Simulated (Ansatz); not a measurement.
Cost and result for the atomization energy of CH7NSSi2, SMILES `N=C([SiH3])S[SiH3]` (12 atoms, 11 bonds).

```xyz
12

N    -1.8686   -1.3604   -1.0717
C    -0.8770   -0.7397   -0.5895
Si   -0.8141    1.1332   -0.8633
S     0.4556   -1.6260    0.2210
Si    1.6073   -0.1800    1.3081
H    -1.8315   -2.3701   -0.9105
H     0.2949    1.4444   -1.7999
H    -0.5367    1.8043    0.4344
H    -2.1173    1.5707   -1.4088
H     2.7268   -0.9906    1.8447
H     0.8344    0.4274    2.4184
H     2.1261    0.8869    0.4170
```

Charge 0, multiplicity 1. All single points use the PBE0-D4/def2-TZVP geometry. It is one conformer, not always the lowest. Program: Ansatz. All runs use 4 threads of an Arm Neoverse V1 on a shared host. Times are those of one run each, without the atoms' runs, and a repeat can differ threefold. Electronic energies, without spin–orbit coupling; frozen cores. CCSD(T)/CBS adds CCSD(T) − MP2 in def2-TZVPP to the MP2 limit, and its time is that of the two runs behind it. T1 = 0.014. B3LYP takes the VWN-RPA correlation (the form of Gaussian; ORCA's B3LYP/G).

CCSD(T)/CBS is a level of theory with its own doubt, some kJ/mol a heavy atom from the limit and from the frozen cores, so smaller differences don't rank the functionals.

```csv
level,functions,wall time,atomization (kcal/mol),difference from CCSD(T)/CBS,per bond
PBE-D4/def2-TZVPP (with forces),286,3.3 s,948.0,13.1,1.2
PBE0-D4/def2-TZVPP,286,4.7 s,931.6,-3.3,-0.3
r2SCAN-D4/def2-TZVPP (with forces),286,7 s,935.8,0.9,0.1
B3LYP-D4/def2-TZVPP (with forces),286,7.5 s,937.2,2.3,0.2
B2PLYP/def2-TZVPP,286,8 s,921.5,-13.4,-1.2
ωB97X-V/def2-TZVPP,286,12 s,942.7,7.8,0.7
ωB97M-V/def2-TZVPP (with forces),286,17 s,939.0,4.1,0.4
MP2/def2-QZVPP,534,38 s,929.2,-5.7,-0.5
CCSD(T)/def2-TZVPP,286,4.1 min,905.9,-29.0,-2.6
CCSD(T)/CBS(def2),–,4.7 min,934.9,0.0,0.0
```

The D4 term adds +13.2 kcal/mol with B3LYP and +6.9 kcal/mol with PBE0; it sums over pairs of atoms, weighted by their polarisabilities, and B3LYP, whose exchange is more repulsive, gets the larger term. In def2-TZVPP, CCSD(T) changes the Hartree–Fock value by +246.2 kcal/mol (the triples alone add +16.1 kcal/mol) and MP2 by +252.2 kcal/mol; breaking electron pairs costs correlation energy, which Hartree–Fock lacks. From PBE to PBE0 (25 % exact exchange), in def2-TZVPP and without D4, the atomization energy moves by −15.2 kcal/mol: exact exchange takes away binding that semilocal exchange gives to molecules.
